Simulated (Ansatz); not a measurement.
The cluster SnCl2⁺. The state is a quartet with charge 1. Geometry PBE0-D4/def2-TZVP; atoms count from 1.

```xyz
3

Sn   -0.9928    0.6125    0.6039
Cl    0.2550    0.4305   -1.4461
Cl    0.7378   -1.0430    0.8422
```

In the def2 sets Sn takes a core potential; there is no spin–orbit coupling. At PBE0-D4/def2-TZVP a doublet of charge 1 lies 3.95 eV below the quartet, each at its own geometry. The structure comes from a short search, and lower isomers may exist.

(1) Estimate the Mulliken populations from the PBE0/def2-TZVP orbitals of Ansatz.

(2) Where does the spin sit?

(3) And the Mayer bond orders between bonded heavy atoms (over 0.3)?

## Answers

(1) 
| atom | charge (e) | spin (α − β) |
| --- | --- | --- |
| Sn1 | 0.82 | 1.54 |
| Cl2 | 0.09 | 0.73 |
| Cl3 | 0.09 | 0.73 |
Mulliken values and Mayer orders depend strongly on the basis.

(2) Summed by element: Sn 1.54, Cl 1.46, of 3 unpaired in all. Largest on single atoms: Sn1 1.54, Cl2 0.73, Cl3 0.73.

(3) Sn1–Cl2 0.83 (2.41 Å); Sn1–Cl3 0.83 (2.41 Å). Values over 0.3 also appear between atoms too far apart for a bond (Cl2–Cl3 0.52 at 2.76 Å); they arise where an orbital or an unpaired electron spreads over both atoms.
